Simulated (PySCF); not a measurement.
# Solvent effects on NMR parameters

Cartesian coordinates in Å; atom numbers follow the order of the lines, from 1:
```xyz
17

B    -3.263    0.766    0.489
S    -3.356   -1.014    0.609
C    -1.551   -1.279    0.538
C    -0.879   -0.208   -0.308
C     0.591   -0.169   -0.135
C     1.627   -0.129   -1.026
C     2.824   -0.078   -0.245
C     2.419   -0.090    1.056
O     1.074   -0.146    1.128
S    -1.660    1.435    0.090
H    -4.224    1.467    0.660
H    -1.356   -2.278    0.120
H    -1.159   -1.248    1.566
H    -1.088   -0.381   -1.375
H     1.540   -0.132   -2.110
H     3.850   -0.038   -0.605
H     2.950   -0.067    2.003
```

GIAO PBE0/pcSseg-1 in PySCF 2.14 on one PBE0-D3(BJ)/def2-SVP conformer, non-relativistic, equivalent nuclei averaged. Solvents enter as an IEF-PCM continuum (tetrahydrofuran with ε = 7.4, water with ε = 78.4) around the gas-phase geometry. Shifts are referred to BF3·OEt2, CS2, TMS computed in the same medium.

Gas phase, δ in ppm: B1 60.5, S10 148.5, S2 84.5, C5 153.1, C8 147.4, C7 116.5, C6 115.5, C4 57.7, C3 43.5, H17 7.44, H11 6.65, H16 6.50, H15 6.48, H14 4.57. Dipole moment 2.80 D.

Task: How does each δ change in the continuum?

Result: 
```csv
atoms,environment,"Δδ, tetrahydrofuran","Δδ, water"
B1,"boron bonded to 2 S, H, in a 5-membered ring",+0.9,+1.1
S10,"sulfur bonded to C, B, in a 5-membered ring",-11.7,-15.0
S2,"sulfur bonded to C, B, in a 5-membered ring",-4.5,-4.9
C5,substituted aromatic carbon next to the ring oxygen,+0.5,+0.7
C8,aromatic CH next to the ring oxygen,+2.1,+2.5
C7,aromatic CH,+1.2,+1.5
C6,aromatic CH,+1.8,+2.3
C4,"sp3 CH bonded to S, on an aromatic ring",+0.7,+0.9
C3,sp3 CH2 bonded to S,+0.8,+1.0
H17,hydrogen on an aromatic CH next to the ring oxygen,+0.21,+0.26
H11,"hydrogen on a boron bonded to 2 S, in a 5-membered ring",-0.01,-0.02
H16,hydrogen on an aromatic CH,+0.22,+0.28
H15,hydrogen on an aromatic CH,+0.26,+0.33
H14,"hydrogen on an sp3 CH bonded to S, on an aromatic ring",+0.33,+0.42
```

Changes are relative to the gas phase. The dipole moment becomes 3.49 D in tetrahydrofuran, 3.66 D in water.

Task: Which nuclei move most (in ppm), and what does the model miss?

Result: S10 (sulfur bonded to C, B, in a 5-membered ring, -15.0 ppm) in water. A continuum only polarises the solute; specific hydrogen bonds, the anisotropy of aromatic solvents and changes of geometry or conformer are outside it.
